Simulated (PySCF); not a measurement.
## `C[SiH](C)[SiH2]O`, C₂H₁₀OSi₂

Geometry:
```csv
atom,x (Å),y (Å),z (Å)
C1,1.552,-1.039,-0.984
Si2,0.388,0.414,-0.689
C3,1.092,1.594,0.601
Si4,-1.662,-0.407,0.083
O5,-1.268,-1.201,1.511
H6,1.151,-1.719,-1.751
H7,2.543,-0.693,-1.318
H8,1.679,-1.611,-0.052
H9,0.157,1.150,-1.977
H10,1.210,1.071,1.562
H11,0.421,2.453,0.760
H12,2.076,1.980,0.292
H13,-2.311,-1.349,-0.892
H14,-2.662,0.687,0.336
H15,-1.994,-1.614,1.987
```

Method: GIAO KT2/pcSseg-1 magnetisability, rotational g tensor and spin-rotation constants, non-relativistic, gas phase in PySCF. Geometry: PBE0-D3(BJ)/def2-SVP.

**Question.** Give the nuclear spin-rotation constants along the inertial axes (H = +C I·J) beside the isotropic shieldings.

**Answer.** Rotational constants 3.7889, 1.8254, 1.6316 GHz. A star marks the isotopologue with that one atom substituted, in its own axes.
| atom | isotope | Caa (kHz) | Cbb (kHz) | Ccc (kHz) | mean (kHz) | σ (ppm) |
| --- | --- | --- | --- | --- | --- | --- |
| H6 | 1H | -0.387 | -0.034 | -0.141 | -0.187 | 30.9 |
| H7 | 1H | 0.052 | -0.197 | -0.182 | -0.109 | 30.8 |
| H8 | 1H | -0.357 | -0.194 | -0.003 | -0.185 | 30.7 |
| H9 | 1H | -0.223 | -0.173 | 0.037 | -0.120 | 27.1 |
| H10 | 1H | -0.357 | -0.194 | -0.003 | -0.185 | 30.7 |
| H11 | 1H | -0.387 | -0.034 | -0.141 | -0.187 | 30.9 |
| H12 | 1H | 0.052 | -0.197 | -0.182 | -0.109 | 30.8 |
| H13 | 1H | -0.207 | 0.023 | -0.101 | -0.095 | 25.6 |
| H14 | 1H | -0.207 | 0.025 | -0.102 | -0.095 | 25.7 |
| H15 | 1H | -0.011 | -0.244 | -0.195 | -0.150 | 31.3 |
| C1 | 13C* | 0.424 | 0.202 | 0.182 | 0.269 | 189.0 |
| Si2 | 29Si* | -2.276 | -0.970 | -0.947 | -1.398 | 403.9 |
| Si4 | 29Si* | -2.300 | -1.248 | -0.845 | -1.464 | 375.7 |
| O5 | 17O* | -0.077 | -0.048 | -0.167 | -0.097 | 336.9 |

For the geometry as given, no vibrational averaging.
